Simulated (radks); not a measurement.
Task: Rb+, 36 electrons, occupied as [Kr] (the NIST ground configuration). Method: non-relativistic Kohn-Sham, PBE, spin-polarised, spherical densities, point nucleus; relativity is left out, which matters for an element this heavy; computed with a radial shooting solver on a logarithmic mesh with Libxc functionals. Some entries of the table are withheld. Estimate them.

| orbital | occ. | eigenvalue (hartree) | r(max) (bohr) |
|---|---|---|---|
| 1s | 2 | -542.0031 | 0.02728 |
| 2s | 2 | (1) | (2) |
| 2p | 6 | -65.02303 | 0.1214 |
| 3s | 2 | -10.75818 | 0.4610 |
| 3p | 6 | -8.38731 | 0.4508 |
| 3d | 10 | -4.11575 | 0.3928 |
| 4s | 2 | -1.34045 | 1.287 |
| 4p | 6 | -0.79561 | 1.436 |

Result: 
(1) 2s eigenvalue (hartree): -71.59383
(2) 2s r(max) (bohr): 0.1536
